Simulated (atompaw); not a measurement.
## How hard is this Ga PAW (atompaw) potential?

gallium (Ga), PAW, made with atompaw 4.2.0.5 (PBE, scalar-relativistic). Core [Ne], reference 3s2 3p6 3d10 4s2 4p1. Waves: 3s (bound); 4s (bound); 3p (bound); 4p (bound); 3d (bound); 3d channel at 0.65 Ry. Local part: troulliermartins scheme with l = 3 at 0 Ry, radius 0.90 bohr. Core correction: smooth core density matched at 0.85 bohr. Augmentation charge: besselshape compensation charge, radius 0.60 bohr; PAW radius 1.25 bohr; waves and projectors: bloechl.

The pseudo-atom Hamiltonian at the reference potential is diagonalised in spherical Bessel functions j_l(qr) that vanish at 20 bohr, with q² up to the cutoff. All-electron valence levels (Ry): 3s -10.8871, 4s -0.6577, 3p -7.2660, 4p -0.1896, 3d -1.4078.

Q: How do the lowest levels (Ry) of each channel move with the cutoff, and are there ghosts?

A:

| cutoff (Ry) | s #1 | s #2 | s #3 | p #1 | p #2 | p #3 | d #1 | d #2 | f #1 | Σ f·Δε (mRy) |
| --- | --- | --- | --- | --- | --- | --- | --- | --- | --- | --- |
| 8 | -2.4362 | -0.1654 | 0.0194 | -1.0666 | -0.0145 | 0.0772 | 0.0466 | 0.1285 | 0.1018 | 69801.9 |
| 18 | -4.2751 | -0.3963 | -0.0093 | -2.1460 | -0.0456 | 0.0558 | 0.0454 | 0.1229 | 0.1018 | 59142.5 |
| 35 | -8.4939 | -0.6122 | -0.0251 | -4.1684 | -0.1055 | 0.0367 | 0.0313 | 0.0806 | 0.1018 | 37939.0 |
| 55 | -10.4095 | -0.6470 | -0.0273 | -5.9011 | -0.1535 | 0.0285 | -0.4517 | 0.0498 | 0.1018 | 18764.2 |
| 90 | -10.8566 | -0.6565 | -0.0280 | -7.0552 | -0.1832 | 0.0248 | -1.1379 | 0.0484 | 0.1018 | 4034.4 |
| 140 | -10.8694 | -0.6571 | -0.0280 | -7.2601 | -0.1893 | 0.0241 | -1.3839 | 0.0482 | 0.1018 | 312.0 |
| 230 | -10.8860 | -0.6577 | -0.0281 | -7.2649 | -0.1895 | 0.0241 | -1.4077 | 0.0482 | 0.1018 | 10.6 |
| 400 | -10.8870 | -0.6577 | -0.0281 | -7.2660 | -0.1896 | 0.0241 | -1.4078 | 0.0482 | 0.1018 | 0.0 |

Result: no extra level below or beside the all-electron valence levels (s, p, d, f tested); 10 mRy is reached at 260 Ry and 1 mRy at over 300 Ry.
